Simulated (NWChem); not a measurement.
System meant: InHOBrCl; SMILES [Cl][In]([Br])[OH]

Here is an NWChem input.

```
start job
memory heap 200 mb stack 900 mb global 1100 mb
geometry units angstroms noautoz
  In     0.298655    -0.429858     0.000000
  Cl    -1.295143    -2.138583     0.000000
  Br    -0.405016     1.918203     0.000000
  O      2.225021    -0.890940     0.000000
  H      2.356923    -1.847669     0.000000
end
basis spherical
  In library def2-svp
  Cl library def2-svp
  Br library def2-svp
  O library def2-svp
  H library def2-svp
end
ecp
  In library def2-ecp
end
dft
  odft
  mult 2
  xc xpbe96 cpbe96
  iterations 150
  mulliken
end
task dft energy
```

End of the output:

```
 Summary of "ao basis" -> "" (spherical)
 ------------------------------------------------------------------------------
       Tag                 Description            Shells   Functions and Types
 ---------------- ------------------------------  ------  ---------------------
 In                         def2-svp                10       26   4s4p2d
 Cl                         def2-svp                 8       18   4s3p1d
 Br                         def2-svp                12       32   5s4p3d
 O                          def2-svp                 6       14   3s2p1d
 H                          def2-svp                 3        5   2s1p

 Summary of "ao basis" -> "ao basis" (spherical)
 ------------------------------------------------------------------------------
       Tag                 Description            Shells   Functions and Types
 ---------------- ------------------------------  ------  ---------------------
 In                         def2-svp                10       26   4s4p2d
 Cl                         def2-svp                 8       18   4s3p1d
 Br                         def2-svp                12       32   5s4p3d
 O                          def2-svp                 6       14   3s2p1d
 H                          def2-svp                 3        5   2s1p

      Symmetry analysis of basis
      --------------------------

        a'         67
        a"         28

  number of electrons :                   82
  multiplicity        :                    2
 ------------------------------------------------------------------------
  no. of electrons and multiplicity not compatible                  82
 ------------------------------------------------------------------------
 ------------------------------------------------------------------------
  current input line :
    27: task dft energy
 ------------------------------------------------------------------------
 ------------------------------------------------------------------------
 There is an error in the input file
 ------------------------------------------------------------------------
 For more information see the NWChem manual at https://nwchemgit.github.io

0: no. of electrons and multiplicity not compatible:Received an Error in Communication
```

Q: Find the fault in this run and fix the input.

A: The program refused the input. Cause: the multiplicity doesn't fit the number of electrons (an even count wants an odd multiplicity, and the reverse). This input runs:
```
start job
memory heap 200 mb stack 900 mb global 1100 mb
geometry units angstroms noautoz
  In     0.298655    -0.429858     0.000000
  Cl    -1.295143    -2.138583     0.000000
  Br    -0.405016     1.918203     0.000000
  O      2.225021    -0.890940     0.000000
  H      2.356923    -1.847669     0.000000
end
basis spherical
  * library def2-svp
end
ecp
  In library def2-ecp
end
dft
  xc xpbe96 cpbe96
  iterations 150
  mulliken
end
task dft energy
```
It converges to -3299.25685 Ha (PBE/def2-SVP with def2 effective core potentials on In).
